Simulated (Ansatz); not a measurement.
Spin states of the cluster Cs₂I, each relaxed with PBE-D4/def2-TZVP in Ansatz. Electronic energies in the gas phase.

In the def2 sets Cs, I take a core potential; there is no spin–orbit coupling. Correlated methods freeze 4 core orbitals; core or outer-core shells of Cs, I are correlated, in sets that lack core-valence functions. The structure comes from a short search, and lower isomers may exist.

Doublet geometry (C2v within 0.1 Å):

```csv
atom,x (Å),y (Å),z (Å)
Cs1,1.5668,1.7937,-0.9422
Cs2,-2.3317,-0.2257,1.0355
I3,0.7649,-1.5680,-0.0933
```

Quartet geometry (C2v within 0.1 Å):

```xyz
3

Cs   -2.563    0.331    2.188
Cs    0.700   -2.256   -2.426
I     1.863    1.925    0.238
```

⟨S²⟩: doublet 0.75 at PBE0-D4/def2-TZVP (pure 0.75), quartet 3.75 at PBE0-D4/def2-TZVP (pure 3.75).

Only these spin states were relaxed. The quartet has other bonds than the doublet, so the gap mixes isomer and spin.

```tsv
level	quartet − doublet (kcal/mol)	lowest of these
r2SCANh-D4/def2-TZVP	96.8	doublet
MP2/def2-TZVP	95.5	doublet
MP2/def2-TZVPP	96.5	doublet
CCSD(T)/def2-TZVPP	93.0	doublet
```

(1) Estimate the rows for HF/def2-TZVPP, r2SCAN-D4/def2-TZVP, RPA@PBE/def2-TZVP, CCSD/def2-TZVPP.

Answers

(1) 
```
              level  quartet − doublet (kcal/mol)  lowest of these
      HF/def2-TZVPP                          77.5          doublet
r2SCAN-D4/def2-TZVP                          97.5          doublet
  RPA@PBE/def2-TZVP                          83.5          doublet
    CCSD/def2-TZVPP                          91.6          doublet
```
